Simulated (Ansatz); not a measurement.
Gas-phase electronic energies from Ansatz, PBE0-D4/def2-TZVP geometries. CCSD(T)/CBS is the MP2 limit (def2-TZVPP, def2-QZVPP) plus CCSD(T) − MP2 in def2-TZVPP, frozen cores. This one scheme is used for every species. DFT in def2-TZVPP. B3LYP here is the variant with VWN-RPA as its local correlation; programs differ in this. For Br outer-core shells are correlated without core-valence functions, which leaves a few kJ/mol of doubt a bond. Scalar relativity is left out up to krypton. One conformer a species, not always the lowest.

`OC[SiH2]Br` + HCl → `ClC[SiH2]Br` + H₂O  (substitution at a C–O bond)

`OC[SiH2]Br`:

Cartesian coordinates in Å:
```
O 1.543 0.642 0.518
C 0.503 -0.294 0.725
Si -0.997 0.052 -0.360
Br -0.228 0.152 -2.456
H 1.753 0.656 -0.422
H 0.204 -0.211 1.775
H 0.843 -1.329 0.576
H -2.006 -1.034 -0.291
H -1.615 1.365 -0.063
```

HCl:

Z-matrix (Å, degrees):
```
Cl
H 1 1.279
```

`ClC[SiH2]Br`:

Cartesian coordinates in Å:
```
Cl 2.090 0.392 0.693
C 0.316 0.486 0.803
Si -0.486 -0.257 -0.722
Br -0.064 -2.428 -0.806
H 0.006 -0.033 1.710
H 0.042 1.539 0.897
H -1.956 -0.078 -0.631
H 0.052 0.378 -1.944
```

H₂O:

Z-matrix (Å, degrees):
```
O
H 1 0.960
H 1 0.960 2 105.1
```

(1) Is it downhill or uphill in electronic energy at CCSD(T)/CBS, and by how much? (Best estimate.)

(2) What do these levels give: PBE-D4, PBE0-D4, ωB97X-V, PBE, r2SCAN, PBE0, B3LYP, HF/def2-TZVPP, SCS-MP2/def2-TZVPP, HF/def2-QZVPP, HF/CBS(def2), CCSD/CBS(def2)? (Estimate.)

Largest T1 diagnostic among the species: 0.009.

Results:

(1) Computed: Downhill: ΔE = -8.9 kcal/mol.

(2) Computed: PBE-D4 -6.8, PBE0-D4 -7.3, ωB97X-V -6.8, PBE -6.3, r2SCAN -6.8, PBE0 -6.9, B3LYP -6.2, HF/def2-TZVPP -6.5, SCS-MP2/def2-TZVPP -8.3, HF/def2-QZVPP -6.7, HF/CBS(def2) -6.7, CCSD/CBS(def2) -8.7 kcal/mol.

The D4 term adds −0.8 kcal/mol with B3LYP and −0.4 kcal/mol with PBE0; it sums over pairs of atoms, weighted by their polarisabilities, and B3LYP, whose exchange is more repulsive, gets the larger term. In def2-TZVPP, CCSD(T) changes the Hartree–Fock value by −0.9 kcal/mol (the triples alone add −0.2 kcal/mol) and MP2 by −2.6 kcal/mol.
